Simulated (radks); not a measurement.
Valence configurations of Pd (all share [Kr]). Method: Dirac Kohn-Sham, LDA (Slater exchange, Perdew-Wang correlation), spin-unpolarised, spherical densities, point nucleus; open shells fill j = l - 1/2 first; computed with a radial shooting solver on a logarithmic mesh with Libxc functionals. Energies are relative to 4d10; eigenvalues in eV.

valence	E (eV)	e(4d3/2)	e(4d5/2)	e(5p1/2)	e(5p3/2)	e(5s1/2)
4d10	0.000	-4.580	-4.141	-	-	-
4d9.5 5s0.5	0.437	-5.824	-5.368	-	-	-4.129
4d9 5s1	1.255	-7.170	-6.697	-	-	-4.650
4d9.5 5p0.5	2.160	-6.768	-6.309	-1.303	-	-
4d9 5s0.5 5p0.5	3.106	-8.062	-7.586	-1.514	-	-5.281
4d8 5s2	4.209	-10.124	-9.614	-	-	-5.701
4d8.5 5s1 5p0.5	4.479	-9.455	-8.961	-1.737	-	-5.760
4d9 5p1	5.026	-8.851	-8.372	-1.907	-	-
4d8 5p2	13.013	-13.007	-12.488	-2.948	-	-
4d7.5 5p2.5	18.318	-15.196	-14.657	-3.474	-3.200	-

NIST lists [Kr] 4d10 as the ground configuration; this level of theory agrees among the configurations tried. The energies are those of spherical spin-averaged densities, not of single terms.
